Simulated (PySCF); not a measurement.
Vertical excitations of a molecule C6H8 from TDA-PBE/def2-SVPD (PySCF 2.14.0), as energy in eV (oscillator strength): 6.14 (0.000), 6.18 (0.036), 6.51 (0.030), 6.65 (0.040), 6.73 (0.000), 6.82 (0.013), 7.01 (0.005), 7.14 (0.000), 7.28 (0.020), 7.42 (0.000). Lowest triplet (TDA): 5.24 eV. Coordinates come from a ωB97X-D3(BJ)/def2-SVP optimisation. The values are those of a single conformer.

### Question
Which structure fits?
(A) C#CC1(C)CC1
(B) C#C[C@H](C)C=C
(C) C#C/C=C\CC
(D) CC#C/C=C/C

### Answer
A, C#CC1(C)CC1
